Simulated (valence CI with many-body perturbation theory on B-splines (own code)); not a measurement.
## Questions on Mn V

Level of theory: relativistic CI+MBPT: three valence electrons over a frozen Dirac-Fock core [Ar], radial functions for each j: 7 s, 7 p, 8 d, 6 f, 4 g, 1 h, with the one-electron correlation potential Σ1 (screened to all orders), the two-electron term Σ2, the three-electron term Σ3, Breit, model QED; selected single and double excitations, second order for the rest, scaled by the run's own slope (own B-spline code, finite nucleus).

Against 24 measured levels this calculation errs by 761 cm⁻¹ on average and by 1586 at most. These come from a selection out of Corliss and Sugar, J. Phys. Chem. Ref. Data 6, 1253 (1977). Levels without a partner in it may be off by more, other configurations by 1,000 to 8,000 cm⁻¹. Only levels of the ground parity were solved; by the run's estimate the other parity begins above the list, which can be wrong where configurations are misplaced.

Rates and lifetimes use the calculated energies. Strong lines usually hold to 10 to 20 %, long lifetimes can be off by a factor of two.

(1) What is the ground level?

(2) How is the term ⁴F of the ground level split?

(3) How well does LS coupling describe the low levels?

(4) Name the longest-lived excited levels whose lifetime is computed, and their main decay.

(5) What is the ionisation energy?

Results:

(1) 3d³ ⁴F_3/2, composition 100 % 3d³ ⁴F, g = 0.399.

(2) J = 3/2 at 0.0, J = 5/2 at 353, J = 7/2 at 826, J = 9/2 at 1400 cm⁻¹.

(3) Among the lowest 20 levels the leading LS term, summed over configurations, holds 96 % on average. For single configurations the figures are 96 % in LS and 60 % in jj coupling. Terms mix most in the J = 3/2 level at 23539 cm⁻¹, where the leading one holds 63 %.

(4) 3d³ ⁴F_5/2 at 353 cm⁻¹ lives 523 s, mostly by M1 to 3d³ ⁴F_3/2; 3d³ ⁴F_7/2 at 826 cm⁻¹ lives 218 s, mostly by M1 to 3d³ ⁴F_5/2; 3d³ ⁴F_9/2 at 1400 cm⁻¹ lives 195 s, mostly by M1 to 3d³ ⁴F_7/2.

(5) 72.006 eV; NIST lists 72.41 ± 0.1 eV (semi-empirical).
